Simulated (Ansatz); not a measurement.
Stepwise reaction of `SB(S)Cl` with water, as a gas-phase model of exchange steps in deposition or etching. ΔE in kJ/mol; ΔG adds harmonic PBE0-D4 terms to CCSD(T)/CBS, at 1 bar.

Computed with Ansatz on PBE0-D4/def2-TZVP structures; ΔE is electronic, products minus reactants. CCSD(T)/CBS adds triple-zeta CCSD(T) − MP2 to the extrapolated MP2 energy (def2 sets, frozen cores). This one scheme is used for every species. Functionals use def2-TZVPP. B3LYP here is the variant with VWN-RPA as its local correlation; programs differ in this. One conformer a species, not always the lowest.

| step | reaction | PBE-D4 | B3LYP-D4 | ωB97M-V | CCSD(T)/CBS | ΔG(500 K) |
| --- | --- | --- | --- | --- | --- | --- |
| 1 | `SB(S)Cl` + H₂O → `OB(S)Cl` + H₂S | -50.4 | -60.8 | -63.1 | -53.9 | -59.1 |
| 2 | `OB(S)Cl` + H₂O → `OB(O)Cl` + H₂S | -53.6 | -64.3 | -65.6 | -59.1 | -63.6 |

(1) By hand: ΔE of the 2 steps together at CCSD(T)/CBS.

Answers

(1) (-53.9) + (-59.1) = -113.0 kJ/mol, or -56.5 kJ/mol a step.

In ΔE each step is lower than the one before. All are downhill at CCSD(T)/CBS. ΔG lies between -63.6 and -59.1 kJ/mol a step. PBE-D4 differs from CCSD(T)/CBS by 3.5 to 5.5 kJ/mol a step. Isolated molecules leave out the surface, adducts and barriers. Largest T1 diagnostic: 0.013.
